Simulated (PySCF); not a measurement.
SMILES C[Si](C)(O)/C=[CH]/[GeH3] (C4H12GeOSi) (GFN2-xTB optimised geometry):

```
19

Si     2.292     0.290     0.953
C      2.889    -1.473     1.364
C      2.964     1.574     2.179
O      2.869     0.794    -0.494
C      0.398     0.280     0.950
C     -0.359     0.822     0.000
Ge    -2.302     0.822     0.000
H      2.484    -2.208     0.673
H      2.590    -1.771     2.364
H      3.972    -1.538     1.314
H      2.630     1.366     3.190
H      2.630     2.573     1.917
H      4.049     1.578     2.180
H      2.716     0.294    -1.291
H     -0.106    -0.195     1.785
H      0.126     1.307    -0.839
H     -2.858     0.151    -1.220
H     -2.835     0.105     1.198
H     -2.869     2.208     0.000
```

Level of theory: PySCF 2.14.0 with PBE0/def2-SVP.

What are the frontier orbital energies and the dipole moment?

HOMO-2 -8.50 eV, HOMO-1 -7.70 eV, HOMO -7.65 eV, LUMO -0.43 eV, LUMO+1 1.19 eV; dipole moment 1.20 D.

On the same geometry PBE/def2-SVP (PySCF) gives HOMO-2 -7.05 eV, HOMO-1 -6.49 eV, HOMO -6.33 eV, LUMO -1.36 eV, LUMO+1 0.32 eV; dipole moment 1.19 D.

Meta-Löwdin charges at PBE0/def2-SVP: Si1 1.08, C2 -0.57, C3 -0.56, O4 -0.71, C5 -0.34, C6 -0.27, Ge7 0.35, H8 0.11, H9 0.12, H10 0.12, H11 0.11, H12 0.12, H13 0.12, H14 0.33, H15 0.10, H16 0.10, H17 -0.07, H18 -0.07, H19 -0.07.
